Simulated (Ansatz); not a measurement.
## Nudged elastic band run: C$_{3}$H$_{7}$NTe

Input file:

```yaml
crystal:
  periodic: [false, false, false]
  atoms:
    - { symbol: C, position_ang: [-0.077016, 1.186597, 0.827431] }
    - { symbol: C, position_ang: [-0.180331, -0.147481, 0.954325] }
    - { symbol: "N", position_ang: [0.046072, -0.873452, 2.114531] }
    - { symbol: Te, position_ang: [-0.888886, -1.407378, -0.643224] }
    - { symbol: C, position_ang: [-0.027104, -0.200085, -2.229824] }
    - { symbol: H, position_ang: [-0.423886, 1.714349, -0.06044] }
    - { symbol: H, position_ang: [0.340848, 1.789361, 1.64231] }
    - { symbol: H, position_ang: [0.554339, -1.745697, 1.996954] }
    - { symbol: H, position_ang: [0.383457, -0.32758, 2.90455] }
    - { symbol: H, position_ang: [0.988602, 0.085526, -1.928883] }
    - { symbol: H, position_ang: [0.0044, -0.81947, -3.136642] }
    - { symbol: H, position_ang: [-0.643495, 0.69001, -2.406787] }
basis:
  gaussian: { orbitals: def2-SVP }
hamiltonian:
  xc: b3lyp
  dispersion: d4
neb:
  order_check: false
  images: 7
  f_tol: 0.03
  max_iterations: 44
  final_atoms:
    - { symbol: C, position_ang: [-0.62104795, 1.44077189, 1.46485449] }
    - { symbol: C, position_ang: [-0.34822876, 0.27983407, 0.8437678] }
    - { symbol: "N", position_ang: [0.68775317, -0.58815225, 1.16187762] }
    - { symbol: Te, position_ang: [-1.52186103, -0.34682506, -0.84676499] }
    - { symbol: C, position_ang: [0.20623395, -0.65337947, -2.14161763] }
    - { symbol: H, position_ang: [-1.35410927, 2.14233156, 1.06789773] }
    - { symbol: H, position_ang: [-0.09066506, 1.72114255, 2.3828564] }
    - { symbol: H, position_ang: [0.454835, -1.57664585, 1.1260668] }
    - { symbol: H, position_ang: [1.2143347, -0.34093175, 1.99757601] }
    - { symbol: H, position_ang: [1.02136739, -1.01878821, -1.50395383] }
    - { symbol: H, position_ang: [-0.05832149, -1.40698712, -2.89600919] }
    - { symbol: H, position_ang: [0.48670935, 0.29232963, -2.62225022] }
  initial_path:
    images:
      - { positions_ang: [[-0.077016, 1.186597, 0.827431], [-0.180331, -0.147481, 0.954325], [0.046072, -0.873452, 2.114531], [-0.888886, -1.407378, -0.643224], [-0.027104, -0.200085, -2.229824], [-0.423886, 1.714349, -0.06044], [0.340848, 1.789361, 1.64231], [0.554339, -1.745697, 1.996954], [0.383457, -0.32758, 2.90455], [0.988602, 0.085526, -1.928883], [0.0044, -0.81947, -3.136642], [-0.643495, 0.69001, -2.406787]] }
      - { positions_ang: [[-0.15176486, 1.25299195, 0.88989855], [-0.22725271, -0.06332808, 0.92549812], [0.13919105, -0.8178178, 1.99513775], [-1.02042782, -1.21744562, -0.67002584], [0.02098427, -0.24536147, -2.19670862], [-0.677279, 1.51586765, 0.05306755], [0.299577, 1.82975292, 1.69985949], [0.54819491, -1.72595592, 1.86056583], [0.54359537, -0.30889804, 2.79861013], [1.00258338, -0.16987084, -1.86653571], [-0.02637779, -0.80070317, -3.11935113], [-0.3740238, 0.69546842, -2.33571511]] }
      - { positions_ang: [[-0.22651371, 1.31938691, 0.95236609], [-0.27417441, 0.02082484, 0.89667124], [0.23231009, -0.76218359, 1.8757445], [-1.15196963, -1.02751325, -0.69682768], [0.06907254, -0.29063793, -2.16359324], [-0.930672, 1.31738629, 0.1665751], [0.25830601, 1.87014484, 1.75740897], [0.54205083, -1.70621485, 1.72417767], [0.70373373, -0.29021607, 2.69267026], [1.01656475, -0.42526768, -1.80418843], [-0.05715558, -0.78193635, -3.10206026], [-0.10455261, 0.70092684, -2.26464322]] }
      - { positions_ang: [[-0.30126257, 1.38578186, 1.01483364], [-0.32109612, 0.10497776, 0.86784436], [0.32542914, -0.70654939, 1.75635124], [-1.28351145, -0.83758087, -0.72362952], [0.11716081, -0.3359144, -2.13047786], [-1.184065, 1.11890494, 0.28008265], [0.21703501, 1.91053676, 1.81495846], [0.53590674, -1.68647377, 1.5877895], [0.8638721, -0.27153411, 2.58673039], [1.03054613, -0.68066452, -1.74184114], [-0.08793338, -0.76316952, -3.08476939], [0.16491859, 0.70638526, -2.19357133]] }
      - { positions_ang: [[-0.37601143, 1.45217682, 1.07730119], [-0.36801782, 0.18913068, 0.83901748], [0.41854818, -0.65091518, 1.63695799], [-1.41505327, -0.6476485, -0.75043137], [0.16524908, -0.38119086, -2.09736248], [-1.437458, 0.92042359, 0.3935902], [0.17576401, 1.95092867, 1.87250794], [0.52976266, -1.6667327, 1.45140134], [1.02401046, -0.25285214, 2.48079052], [1.04452751, -0.93606136, -1.67949386], [-0.11871117, -0.7444027, -3.06747852], [0.43438979, 0.71184368, -2.12249943]] }
      - { positions_ang: [[-0.43727056, 1.44932559, 1.17418951], [-0.36307056, 0.21180653, 0.84020506], [0.48584943, -0.63522445, 1.5181879], [-1.44175521, -0.57244264, -0.77451477], [0.1754953, -0.44923801, -2.10842627], [-1.41662082, 1.22590058, 0.56216708], [0.10915674, 1.89348214, 2.00009506], [0.51103074, -1.64421099, 1.3700677], [1.07159152, -0.27487204, 2.35998689], [1.03873748, -0.95674308, -1.63560885], [-0.10361375, -0.9100488, -3.02461118], [0.44746968, 0.60696516, -2.24743713]] }
      - { positions_ang: [[-0.49852969, 1.44647435, 1.27107784], [-0.35812329, 0.23448238, 0.84139264], [0.55315067, -0.61953371, 1.3994178], [-1.46845715, -0.49723678, -0.79859818], [0.18574151, -0.51728516, -2.11949005], [-1.39578363, 1.53137757, 0.73074396], [0.04254948, 1.83603561, 2.12768217], [0.49229883, -1.62168927, 1.28873407], [1.11917258, -0.29689194, 2.23918327], [1.03294745, -0.97742479, -1.59172384], [-0.08851633, -1.07569491, -2.98174385], [0.46054957, 0.50208665, -2.37237483]] }
      - { positions_ang: [[-0.55978882, 1.44362312, 1.36796616], [-0.35317602, 0.25715822, 0.84258022], [0.62045192, -0.60384298, 1.28064771], [-1.49515909, -0.42203092, -0.82268158], [0.19598773, -0.58533232, -2.13055384], [-1.37494645, 1.83685457, 0.89932085], [-0.02405779, 1.77858908, 2.25526929], [0.47356691, -1.59916756, 1.20740043], [1.16675364, -0.31891184, 2.11837964], [1.02715742, -0.9981065, -1.54783884], [-0.07341891, -1.24134102, -2.93887652], [0.47362946, 0.39720814, -2.49731253]] }
      - { positions_ang: [[-0.62104795, 1.44077189, 1.46485449], [-0.34822876, 0.27983407, 0.8437678], [0.68775317, -0.58815225, 1.16187762], [-1.52186103, -0.34682506, -0.84676499], [0.20623395, -0.65337947, -2.14161763], [-1.35410927, 2.14233156, 1.06789773], [-0.09066506, 1.72114255, 2.3828564], [0.454835, -1.57664585, 1.1260668], [1.2143347, -0.34093175, 1.99757601], [1.02136739, -1.01878821, -1.50395383], [-0.05832149, -1.40698712, -2.89600919], [0.48670935, 0.29232963, -2.62225022]] }
```

Launched with:

```bash
$ ansatz run input.yaml --threads 2 --pin off --max-ram 3072MiB --backend cpu --events-out ev --progress --plain --runs-dir out
```

Output, in part (warnings, iteration lines, the closing report on the highest movable image, with atoms numbered from 0):

```
NEB end point (image 0): max|allowed force component| = 1.045e-2 eV/Å (the criterion of neb.relax_end_points is 1.000e-2)
NEB end point (image 8): max|allowed force component| = 1.863e-2 eV/Å (the criterion of neb.relax_end_points is 1.000e-2)
NEB iter   1: max|band force component| = 5.037e0 eV/Å  barrier→ = 4.7330 eV  barrier← = 4.7683 eV  Δτ_max = 0.1998 Å  (263 SCF iters)
NEB iter   2: max|band force component| = 4.530e0 eV/Å  barrier→ = 2.5279 eV  barrier← = 2.5632 eV  Δτ_max = 0.2000 Å  (229 SCF iters)
NEB iter   3: max|band force component| = 2.859e0 eV/Å  barrier→ = 1.2811 eV  barrier← = 1.3164 eV  Δτ_max = 0.2000 Å  (227 SCF iters)
NEB iter   4: max|band force component| = 2.040e0 eV/Å  barrier→ = 0.5906 eV  barrier← = 0.6259 eV  Δτ_max = 0.1969 Å  (215 SCF iters)
NEB iter   5: max|band force component| = 1.270e0 eV/Å  barrier→ = 0.3190 eV  barrier← = 0.3543 eV  Δτ_max = 0.1978 Å  (219 SCF iters)
NEB iter   6: max|band force component| = 7.857e-1 eV/Å  barrier→ = 0.1312 eV  barrier← = 0.1665 eV  Δτ_max = 0.1467 Å  (217 SCF iters)
NEB iter   7: max|band force component| = 5.180e-1 eV/Å  barrier→ = 0.0765 eV  barrier← = 0.1118 eV  Δτ_max = 0.0471 Å  (222 SCF iters)
NEB iter   8: max|band force component| = 2.834e-1 eV/Å  barrier→ = 0.0594 eV  barrier← = 0.0948 eV  CI = image 4  Δτ_max = 0.0689 Å  (215 SCF iters)
NEB iter   9: max|band force component| = 1.294e-1 eV/Å  barrier→ = 0.0558 eV  barrier← = 0.0911 eV  CI = image 4  Δτ_max = 0.0558 Å  (227 SCF iters)
NEB iter  10: max|band force component| = 1.325e-1 eV/Å  barrier→ = 0.0534 eV  barrier← = 0.0887 eV  CI = image 4  Δτ_max = 0.0281 Å  (210 SCF iters)
NEB iter  11: max|band force component| = 1.205e-1 eV/Å  barrier→ = 0.0527 eV  barrier← = 0.0880 eV  CI = image 4  Δτ_max = 0.0280 Å  (205 SCF iters)
NEB iter  12: max|band force component| = 1.142e-1 eV/Å  barrier→ = 0.0520 eV  barrier← = 0.0874 eV  CI = image 4  Δτ_max = 0.0280 Å  (205 SCF iters)
NEB iter  13: max|band force component| = 8.775e-2 eV/Å  barrier→ = 0.0515 eV  barrier← = 0.0868 eV  CI = image 4  Δτ_max = 0.0280 Å  (193 SCF iters)
NEB iter  14: max|band force component| = 6.486e-2 eV/Å  barrier→ = 0.0511 eV  barrier← = 0.0864 eV  CI = image 4  Δτ_max = 0.0280 Å  (186 SCF iters)
NEB iter  15: max|band force component| = 3.311e-2 eV/Å  barrier→ = 0.0508 eV  barrier← = 0.0861 eV  CI = image 4  Δτ_max = 0.0280 Å  (188 SCF iters)
NEB iter  16: max|band force component| = 3.146e-2 eV/Å  barrier→ = 0.0505 eV  barrier← = 0.0858 eV  CI = image 4  Δτ_max = 0.0140 Å  (187 SCF iters)
NEB iter  17: max|band force component| = 1.874e-2 eV/Å  barrier→ = 0.0504 eV  barrier← = 0.0858 eV  CI = image 4  Δτ_max = 0.0281 Å  (349 SCF iters)
NEB iter  18: max|band force component| = 4.295e-2 eV/Å  barrier→ = 0.0504 eV  barrier← = 0.0857 eV  CI = image 4  Δτ_max = 0.0280 Å  (32 SCF iters)
NEB iter  19: max|band force component| = 4.955e-2 eV/Å  barrier→ = 0.0505 eV  barrier← = 0.0858 eV  CI = image 4  Δτ_max = 0.0094 Å  (203 SCF iters)
NEB iter  20: max|band force component| = 9.079e-3 eV/Å  barrier→ = 0.0500 eV  barrier← = 0.0853 eV  CI = image 4  Δτ_max = 0.0088 Å  (165 SCF iters)
NEB iter  21: max|band force component| = 3.308e-2 eV/Å  barrier→ = 0.0499 eV  barrier← = 0.0852 eV  CI = image 4  Δτ_max = 0.0140 Å  (25 SCF iters)
NEB iter  22: max|band force component| = 1.050e-2 eV/Å  barrier→ = 0.0497 eV  barrier← = 0.0850 eV  CI = image 4  Δτ_max = 0.0000 Å  (392 SCF iters)
Total energy: -12006.75915344 eV, -441.2402604152 hartree
Atom 0 at    -0.529059     1.362800     1.083645 Å, force    -0.002460     0.002249     0.003023 eV/Å
Atom 1 at    -0.329814     0.038912     0.928848 Å, force     0.000660    -0.002933    -0.008313 eV/Å
Atom 2 at     0.463486    -0.758149     1.715438 Å, force    -0.004666    -0.000324     0.010342 eV/Å
Atom 3 at    -1.309017    -1.009442    -0.684601 Å, force    -0.003512     0.005276     0.000140 eV/Å
Atom 4 at     0.190711    -0.423086    -2.153854 Å, force     0.004164    -0.005409    -0.000615 eV/Å
Atom 5 at    -1.213792     1.912629     0.440427 Å, force    -0.000547    -0.001067     0.000527 eV/Å
Atom 6 at    -0.006836     1.919614     1.871217 Å, force    -0.000811    -0.000641     0.001003 eV/Å
Atom 7 at     0.606220    -1.730955     1.492910 Å, force     0.001887     0.001030    -0.003339 eV/Å
Atom 8 at     0.932219    -0.373566     2.526596 Å, force     0.005261     0.000908    -0.003941 eV/Å
Atom 9 at     1.167745    -0.825741    -1.860563 Å, force     0.000503    -0.000342    -0.000926 eV/Å
Atom 10 at    -0.114720    -0.840303    -3.123418 Å, force    -0.000530     0.000330     0.000993 eV/Å
Atom 11 at     0.219857     0.671989    -2.202343 Å, force     0.000050     0.000922     0.001107 eV/Å
Dipole moment:     0.341387    -0.173243     0.077453 e Å
```

The forces met the threshold. The band force fell under the threshold earlier too, but the program's further tests of the path sent the band on. A vibrational analysis at the climbing image gives one clearly imaginary mode, 344i cm⁻¹, and a faint second one (23i cm⁻¹) that may be numerical noise or a soft torsion: probably a first-order saddle point.

Final band:

```json
{"image": "0", "path coordinate (Å)": "0.00", "energy (eV)": "0.000"}
{"image": "1", "path coordinate (Å)": "0.59", "energy (eV)": "0.004"}
{"image": "2", "path coordinate (Å)": "1.17", "energy (eV)": "0.011"}
{"image": "3", "path coordinate (Å)": "1.76", "energy (eV)": "0.020"}
{"image": "4", "path coordinate (Å)": "2.34", "energy (eV)": "0.050"}
{"image": "5", "path coordinate (Å)": "2.83", "energy (eV)": "0.010"}
{"image": "6", "path coordinate (Å)": "3.33", "energy (eV)": "-0.012"}
{"image": "7", "path coordinate (Å)": "3.82", "energy (eV)": "-0.029"}
{"image": "8", "path coordinate (Å)": "4.31", "energy (eV)": "-0.035"}
```

Time of the run: 17 min on 2 threads of Arm Neoverse N1 (shared host), peak memory 0.33 GiB.
